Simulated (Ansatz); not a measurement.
FH7N2O2Si2 (`N[Si@H](F)O[Si@@H](N)O`), relaxed with RKS PBE0-D4/def2-TZVP in Ansatz from a GFN2-xTB geometry. The force threshold is 0.005 eV/Å; the program also tests the step.

The species carries charge 0 and has multiplicity 1.

Start:

```xyz
14

N     0.201   -2.204    0.309
Si   -0.006   -1.085   -0.982
O    -1.090   -1.641   -2.047
O    -0.570    0.278   -0.283
Si   -0.342    1.346    0.887
N     0.859    2.470    0.407
F     0.301    0.632    2.181
H     0.614   -1.859    1.160
H     0.541   -3.130    0.108
H     1.117   -0.740   -1.836
H    -1.971   -1.871   -1.762
H    -1.665    1.787    1.283
H     1.213    3.128    1.080
H     0.797    2.890   -0.505
```

```tsv
step	energy (eV)	largest force (eV/Å)	largest move (Å)
1	-25656.4028	1.029	0.000
2	-25656.4500	0.509	0.060
3	-25656.4659	0.108	0.053
4	-25656.4723	0.284	0.200
5 (rejected)	-25656.4646	0.438	0.200
6	-25656.4789	0.102	0.100
7	-25656.4804	0.059	0.020
8	-25656.4811	0.282	0.074
9	-25656.4828	0.075	0.021
10 (rejected)	-25656.4813	0.463	0.087
11	-25656.4847	0.033	0.043
13 (rejected)	-25656.4694	1.310	0.146
15	-25656.4945	0.065	0.075
17	-25656.4971	0.101	0.055
19	-25656.5011	0.207	0.071
21	-25656.5046	0.094	0.105
23	-25656.5068	0.070	0.054
25	-25656.5087	0.051	0.044
27	-25656.5097	0.029	0.032
29	-25656.5100	0.010	0.016
31	-25656.5101	0.006	0.006
32	-25656.5101	0.002	0.007
```

End:

```xyz
14

N     0.110   -2.165    0.300
Si    0.056   -1.163   -1.078
O    -1.227   -1.567   -2.005
O    -0.020    0.375   -0.519
Si   -0.128    1.277    0.819
N     0.512    2.799    0.471
F     0.675    0.487    1.966
H     0.577   -1.849    1.136
H     0.129   -3.168    0.216
H     1.194   -1.228   -2.016
H    -2.061   -1.698   -1.548
H    -1.500    1.404    1.343
H     0.421    3.577    1.101
H     1.263    2.919   -0.187
```

Run time 55 s (2 threads of an AMD EPYC 7R13 on a shared host and a share of an NVIDIA H100 80 GB); peak host memory 0.91 GiB.
